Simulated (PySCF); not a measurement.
C3H4Cl2OSi. Atoms are numbered in the order given.

```xyz
11

C      2.4412    -1.7011     0.4451
C      1.4836    -0.9663     0.2936
Si     0.0265     0.1002     0.0829
Cl     0.3561     1.9262     0.9468
Cl    -0.3189     0.3325    -1.9394
O     -1.2961    -0.5407     0.8062
C     -1.8860    -1.7915     0.4975
H      3.2916    -2.3455     0.5785
H     -2.2154    -1.8269    -0.5551
H     -2.7624    -1.9253     1.1476
H     -1.1816    -2.6224     0.6764
```
Charge 0, spin multiplicity 1.

The structure is a stationary point at B3LYP-D3(BJ)/def2-SVP. The values are those of a single conformer.

The numbers are results of PySCF with B3LYP-D3(BJ)/def2-SVP, not measurements.

Frequencies are harmonic and unscaled.

```tsv
mode	ν (cm⁻¹)	IR (km/mol)	moving atoms (share of kinetic energy)
1	56	2.3	C 59 %, H 25 %, Cl 11 %
2	103	0.2	H 56 %, C 27 %, Cl 15 %
3	108	0.4	H 44 %, Cl 31 %, C 23 %
4	115	0.8	C 39 %, H 29 %, Cl 20 %
5	150	3.0	Cl 30 %, C 29 %, O 19 %, H 14 %, Si 9 %
6	176	0.6	Cl 64 %, C 14 %, Si 12 %
7	267	27.2	C 38 %, O 26 %, Cl 19 %, Si 11 %
8	280	6.1	O 44 %, C 31 %, Cl 11 %, H 9 %
9	358	22.3	C 62 %, Cl 22 %
10	373	13.3	C 50 %, Cl 30 %, O 12 %
11	476	36.8	Cl 38 %, C 27 %, O 19 %, Si 13 %
12	627	230.6	Si 69 %, Cl 25 %
13	687	200.7	Si 60 %, C 31 %
14	750	29.3	H 75 %, C 25 %
15	757	25.2	H 75 %, C 25 %
16	820	113.0	Si 46 %, O 26 %, C 20 %
17	1147	259.8	O 42 %, C 32 %, H 22 %
18	1177	0.6	H 77 %, C 18 %
19	1209	111.7	H 55 %, O 23 %, C 21 %
20	1474	4.2	H 92 %
21	1476	5.7	H 93 %
22	1477	5.1	H 96 %
23	2159	65.7	C 90 %, H 10 %
24	3010	51.8	H 97 %
25	3088	25.8	H 90 %, C 10 %
26	3130	20.7	H 90 %, C 10 %
27	3455	52.7	H 86 %, C 14 %
```
